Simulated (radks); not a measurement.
Question: Pr XLIII, configuration [Ne] 3s2 3p5. Calculated with a radial shooting solver on a logarithmic mesh with Libxc functionals: scalar-relativistic Kohn-Sham, PBE, spin-polarised, spherical densities, point nucleus; open shells are filled with parallel spins first (spin-orbit coupling, left out, can overturn this in heavy ions). Some entries of the table are withheld. Estimate them.

orbital  occ.  eigenvalue (eV)  <r^2> (bohr^2)  <1/r> (bohr^-1)
1s up       1        -44376.96       0.0007893            64.70
1s down     1        -44374.34       0.0007892            64.70
2s up       1        -9204.348         0.01224            15.10
2s down     1        -9202.593         0.01224            15.10
2p up       3        -8516.927        0.009726            14.24
2p down     3        -8514.305        0.009725            14.24
3s up       1        -3535.321         0.07088            6.031
3s down     1        -3528.133         0.07096            6.027
3p up       3        -3322.274         0.06815            5.755
3p down     2        -3315.019         0.06823            5.752
3d up       0        -3082.162         0.05323            5.498
3d down     0        -3076.090         0.05322            5.501
4s up       0        -1839.388          0.2498            3.162
4s down     0        -1836.855          0.2502            3.159
4p up       0        -1752.613             (1)            3.046
4p down     0        -1750.119             (2)            3.044

Answer: 
(1) 4p up <r^2> (bohr^2): 0.2519
(2) 4p down <r^2> (bohr^2): 0.2524
